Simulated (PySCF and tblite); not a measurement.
The numbers below are computed, except where a source is named.
**C₉H₁₂, numbered as in [CH:1]#[C:2][CH:3]1[CH2:4][CH2:5][CH:6]=[CH:7][CH2:8][CH2:9]1: conformational analysis**

Geometries GFN2-xTB; weights from B3LYP-D3(BJ)/def2-SVP (IEF-PCM, acetone) energies and GFN2-xTB thermal corrections, with symmetry numbers and mirror pairs. Conformers within 2.5 kcal/mol (GFN2-xTB free energy) were kept, 3 at most. GIAO shieldings: mPW1PW91/pcSseg-1 (IEF-PCM, acetone). Couplings: B3LYP/6-31G* with pcJ-1 on H (gas phase; spin-dipole term only for pairs with B, N, F, Si or P). Couplings are for ¹H. H–H couplings come out 0.1 to 0.9 Hz lower than with pcJ-1 on all atoms. Shifts are against TMS (¹H), TMS (¹³C) at the same level; of two unlike H on one atom, a is the less shielded. (PySCF 2.14, tblite 0.8.)

The 7-ring runs over atoms 3–4–5–6–7–8–9. Of a mirror pair one member is shown.

```tsv
conformer	shape	symmetry	E(GFN2) kcal/mol	E(DFT) kcal/mol	G(298.15 K) kcal/mol	weight %	dipole D
1	7-ring puckered (ring torsions -78, 62, 0, -62, 78, -67, 67°)	Cs	0.00	0.01	0.00	42.2	0.85
2	7-ring puckered (ring torsions 79, -63, 0, 63, -79, 65, -65°)	Cs	0.00	0.00	0.20	30.3	0.72
3	7-ring puckered (ring torsions 82, -32, -4, -32, 82, -44, -44°)	C1 (pair)	1.04	0.67	0.26	27.5	0.86
```

Weights (%) against temperature:

```
 T (K)     1     2     3  S(mix) cal/mol/K
   180  49.7  35.1  15.2              2.20
   200  48.0  34.2  17.8              2.29
   220  46.6  33.3  20.2              2.35
298.15  42.2  30.3  27.5              2.53
   500  36.6  26.1  37.3              2.67
```

Averaged shifts at 298.15 K. ¹H: 6.33 (H6/H7, 2H), 2.85 (H3, 1H), 2.57 (H5a/H8a, 2H), 2.21 (H5b/H8b, 2H), 1.95 (H1, 1H), 1.87 (H4a/H9a, 2H), 1.58 (H4b/H9b, 2H) ppm. ¹³C: 143.2 (C6/C7), 96.4 (C2), 77.0 (C1), 36.7 (C4/C9), 35.7 (C3), 29.7 (C5/C8) ppm.

Averaged couplings (Hz): ³J(H3,H4a) 4.3, ³J(H3,H4b) 8.3, ²J(H4a,H4b) -14.1, ³J(H4a,H5b) 1.0, ³J(H4a,H5a) 9.8, ³J(H4b,H5b) 10.2, ³J(H4b,H5a) 1.0, ²J(H5b,H5a) -15.6, ³J(H5b,H6) 6.7, ³J(H5a,H6) 7.4, ³J(H6,H7) 11.9.

Coordinates of conformer 1 (Å):

```xyz
21

C     3.530   -0.778    0.336
C     2.402   -0.527    0.026
C     1.024   -0.220   -0.324
C     0.117   -1.343    0.196
C    -1.330   -1.239   -0.300
C    -2.124   -0.214    0.454
C    -1.841    1.078    0.467
C    -0.686    1.690   -0.268
C     0.669    1.169    0.223
H     4.522   -0.998    0.598
H     0.954   -0.193   -1.419
H     0.537   -2.296   -0.139
H     0.130   -1.342    1.288
H    -1.321   -0.988   -1.365
H    -1.808   -2.214   -0.194
H    -2.967   -0.582    1.023
H    -2.455    1.754    1.045
H    -0.778    1.480   -1.339
H    -0.712    2.773   -0.141
H     0.677    1.141    1.315
H     1.451    1.865   -0.096
```

Coordinates of conformer 2 (Å):

```xyz
21

C     2.932    0.600   -0.115
C     1.936    0.264    0.457
C     0.720   -0.144    1.140
C    -0.298    1.007    1.150
C    -0.710    1.489   -0.245
C    -1.716    0.584   -0.891
C    -1.470   -0.678   -1.206
C    -0.157   -1.356   -0.956
C     0.180   -1.450    0.536
H     3.811    0.894   -0.607
H     0.990   -0.353    2.185
H    -1.186    0.688    1.701
H     0.150    1.845    1.691
H    -1.131    2.493   -0.160
H     0.187    1.553   -0.868
H    -2.692    1.006   -1.087
H    -2.247   -1.279   -1.658
H    -0.185   -2.364   -1.374
H     0.646   -0.808   -1.458
H     0.942   -2.222    0.674
H    -0.711   -1.754    1.091
```

Shifts are unscaled: against experiment ¹³C can be off by 15 ppm or more and ¹H by 0.8 ppm. For its torsions the set is small; conformers may be missing.

Search and properties took 3 min on 1 thread of AMD EPYC 9R45 96-Core, shared host (rough), launched as `OMP_NUM_THREADS=1 python ens_run.py task.json out`.
